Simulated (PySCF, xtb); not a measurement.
C3H6BNO, SMILES C#CB(O)NC.

xtb with GFN2-xTB at its own geometry gives an orbital gap of 4.84 eV and a dipole moment of 0.37 D.

Geometry: PBE0-D3(BJ)/def2-SVP. The structure was generated by enumeration, and PubChem lists no compound with its InChIKey, so it may never have been made. Other conformers were not sampled.

### Question
What does M06-2X/def2-TZVP (PySCF) give? (Estimate from the structure and the level; the computed values follow.)

### Answer
gap 9.19 eV (levels -8.50 and 0.69 eV), dipole 0.86 D.
